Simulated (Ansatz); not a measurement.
Li₄H₄. Charge 0, multiplicity 1. Geometry r2SCAN-D4/def2-TZVP, basis def2-TZVP, Ansatz.

Cartesian coordinates in Å:
```
Li 1.660 1.789 -0.098
Li -0.078 0.409 1.160
Li -1.550 -1.675 0.094
Li 0.349 -0.114 -1.179
H -0.745 -1.412 -1.384
H -0.033 1.657 -0.380
H 1.671 0.110 0.281
H -1.274 -0.764 1.506
```

```tsv
run	HOMO (eV)	LUMO (eV)
A	-4.93	-1.50
B	-6.11	-0.97
C	-5.16	-0.79
D	-5.95	-1.20
E	-7.26	-0.62
```

B3LYP takes the VWN-RPA correlation. Another isomer (singlet) lies 1.09 eV lower at PBE0-D4/def2-TZVP; other spin states weren't run for this one.

Q: The runs used B3LYP, BHLYP, PBE, PBE0, r2SCAN. Estimate which is which.

A: A PBE (0 % exact exchange); B PBE0 (25 % exact exchange); C r2SCAN (0 % exact exchange); D B3LYP (20 % exact exchange); E BHLYP (50 % exact exchange). Exact exchange lowers occupied and raises empty levels; among semilocal functionals meta-GGAs tend to open the gap a little, and such runs are hard to tell apart. The gap grows from 3.43 eV (PBE) to 6.63 eV (BHLYP).
